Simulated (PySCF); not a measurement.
# MGe cations for M along group 15

PBE0 with double-zeta basis sets in PySCF, for the lowest determinant that a PBE0 search found; no spin–orbit coupling. De refers to high-spin ground-configuration atoms (the charge goes to the atom of lower measured ionisation energy or higher electron affinity, which is not always the lowest computed limit). A positive dipole points towards Ge; it is taken about the centre of mass and depends on that origin.

```csv
M,basis,charged atom,state (unpaired electrons),Re (Å),ωe (cm⁻¹),De (eV),μ (D)
N,"6-31G(d,p)",Ge+,triplet (π ↑↑),1.918,628,2.08,1.42
P,def2-SVP,Ge+,triplet (π ↑↑),2.313,393,2.69,-0.08
Sb,def2-SVP,Ge+,triplet (π ↑↑),2.600,241,2.73,1.68
Bi,def2-SVP,Bi+,triplet (π ↑↑),2.675,214,n/a,2.50
```

The shortest bond is that of GeN⁺ (1.918 Å), the longest that of GeBi⁺ (2.675 Å).

The rows differ in basis set, which adds steps of its own.

Down a group the atoms grow and get heavier, so bonds lengthen and wavenumbers fall; this series shows no clear exception.

These are scalar-relativistic numbers at best; spin–orbit coupling would shift them, the dissociation energy most. For an ion De counts to the pair picked by the measured ionisation energies or electron affinities, which need not be the lowest pair at this level. States were picked by a PBE0 search and need not be the measured ground states.
